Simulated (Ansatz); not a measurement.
The first iterations of a band of BrH3SSi2 (7 atoms, charge 0, multiplicity 1).

These are results of RKS B3LYP-D4/def2-SVP in Ansatz 0.2.0, not measurements.

- movable images: 9
- climbing image: yes
- spring: 5.0 eV/Å²
- optimiser: quadratic models (default)
- start path: through a guess of the saddle point
- force threshold: 0.05 eV/Å
- iteration limit: 60
- end points: relaxed

First end point:

```xyz
7
Properties=species:S:1:pos:R:3
Br -2.670 1.027 -0.251
Si -0.612 0.344 -0.799
Si 0.894 -0.212 0.784
S -0.139 -1.729 -0.421
H -0.308 0.835 -2.164
H 0.531 -0.195 2.225
H 2.365 -0.138 0.580
```

Last end point:

```xyz
7
Properties=species:S:1:pos:R:3
Br -2.613 0.419 -0.427
Si -0.382 0.655 -0.402
Si 1.070 0.504 1.422
S 0.545 -1.426 -0.096
H 0.012 1.017 -1.794
H -0.149 0.027 2.210
H 1.579 -1.265 -0.958
```

| iteration | highest image above the first end (eV) | largest band force component (eV/Å) |
| --- | --- | --- |
| 1 | 3.278 | 4.407 |
| 2 | 2.166 | 1.364 |

Problem. Does the band converge within its limit, and where does its top end?

Solution. The run converged. It ended after 8 iterations with the highest image 1.847 eV above the first end. A vibrational analysis at the climbing image gives one clearly imaginary mode, 889i cm⁻¹: a first-order saddle point. The orbitals stay closed-shell, which can raise the energy where a bond breaks towards radicals; this wasn't checked here.

The run took 2.1 min on 2 threads of Intel(R) Xeon(R) 6975P-C (Granite Rapids) (shared host), peak memory 0.26 GiB.
